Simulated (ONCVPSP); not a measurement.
# Scattering properties, ONCV potential for Cd

ONCVPSP 4.0.1 input, shortened (lines: element, Z, core and valence counts, functional; n l f; lmax; l rc ep ncon nbas qcut; lloc lpopt rc5 dvloc0; l nproj debl; icmod fcfact rcfact), PBE, scalar-relativistic:

```
  Cd 48.00    6    4        4      upf
    1    0    2.00
    2    0    2.00
    2    1    6.00
    3    0    2.00
    3    1    6.00
    3    2   10.00
    4    0    2.00
    4    1    6.00
    4    2   10.00
    5    0    1.50
    3
    0    1.15    0.00    4    7    8.90
    1    1.20    0.00    3    6   12.80
    2    1.80    0.00    3    7    9.40
    3    1.60    0.17    4    8    6.10
    4    5    1.10    0.00
    0    2    1.20
    1    3    1.10
    2    1    2.70
    3    2    4.00
    0    0.00    0.00
```

In the p channel the program set the typed energies aside and used -2.617, 0.250, 1.350 Ha.

The phase is arctan(r·R′/R) of the radial function R(r), unwrapped; energies in Ha, scanned from -6 to 5 Ha. A pole is an energy at which the radial function vanishes at the test radius. The pseudo phase is shifted by a multiple of π to meet the all-electron one at the reference energy, and phase errors are pseudo minus all-electron; the curves can meet again beyond the range given. Levels narrower than the energy grid can be missing from the lists of poles.

| channel | radius (bohr) | reference energy (Ha) | poles, all-electron | poles, pseudo | unbroken range about the reference energy with phases within 0.05 rad | phase error 1 Ha above the reference energy (rad) |
| --- | --- | --- | --- | --- | --- | --- |
| s | 1.17 | -0.34 | -1.86 | -1.86 | the whole range | -0.000 |
| p | 1.22 | -2.62 | -0.43 | -0.43 | the whole range | +0.000 |
| d | 1.83 | -0.59 | -0.09 | -0.09 | below 1.6 | +0.003 |
| f | 1.63 | 0.17 | 2.99 | 2.98 | the whole range | -0.002 |

Phases in the p channel:

| E (Ha) | all-electron | pseudo |
| --- | --- | --- |
| -5.96 | 0.971 | 0.971 |
| -5.68 | 0.904 | 0.904 |
| -5.40 | 0.818 | 0.818 |
| -5.12 | 0.703 | 0.703 |
| -4.84 | 0.546 | 0.547 |
| -4.56 | 0.334 | 0.335 |
| -4.28 | 0.059 | 0.059 |
| -4.00 | -0.256 | -0.256 |
| -3.72 | -0.558 | -0.558 |
| -3.44 | -0.805 | -0.805 |
| -3.16 | -0.990 | -0.990 |
| -2.88 | -1.126 | -1.126 |
| -2.60 | -1.228 | -1.228 |
| -2.32 | -1.306 | -1.306 |
| -2.04 | -1.368 | -1.368 |
| -1.76 | -1.418 | -1.418 |
| -1.48 | -1.459 | -1.459 |
| -1.20 | -1.494 | -1.494 |
| -0.92 | -1.525 | -1.525 |
| -0.64 | -1.552 | -1.552 |
| -0.36 | -1.577 | -1.577 |
| -0.08 | -1.600 | -1.600 |
| 0.20 | -1.621 | -1.621 |
| 0.48 | -1.641 | -1.641 |
| 0.76 | -1.661 | -1.661 |
| 1.04 | -1.680 | -1.680 |
| 1.32 | -1.700 | -1.700 |
| 1.60 | -1.719 | -1.719 |
| 1.88 | -1.739 | -1.739 |
| 2.16 | -1.760 | -1.760 |
| 2.44 | -1.782 | -1.782 |
| 2.72 | -1.806 | -1.806 |
| 3.00 | -1.832 | -1.832 |
| 3.28 | -1.861 | -1.861 |
| 3.56 | -1.893 | -1.893 |
| 3.84 | -1.930 | -1.930 |
| 4.12 | -1.973 | -1.973 |
| 4.40 | -2.024 | -2.024 |
| 4.68 | -2.085 | -2.085 |
| 4.96 | -2.161 | -2.160 |
